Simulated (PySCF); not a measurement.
A structure optimised at PBE0-D3(BJ)/def2-SVP, used in a PySCF frequency run:

```
C
H 1 1.1014
H 1 1.1031 2 106.78
C 1 1.4932 2 110.93 3 -120.51
C 4 1.3280 1 124.17 2 -16.01
F 5 1.3121 4 124.98 1 -178.44
F 5 1.3149 6 110.33 4 179.80
H 4 1.0922 5 115.87 6 -0.65
Si 1 1.8968 2 108.20 3 116.22
H 9 1.4939 1 109.81 2 59.89
H 9 1.4953 10 108.76 1 -120.14
H 9 1.4959 10 109.24 11 -118.62
```
Charge 0, spin multiplicity 1.

Q: Write its SMILES and formula.

A: FC(F)=CC[SiH3], C₃H₆F₂Si

Q: What are its rotational constants (standard atomic weights)?

A: 6.4393, 1.2586, 1.1890 GHz
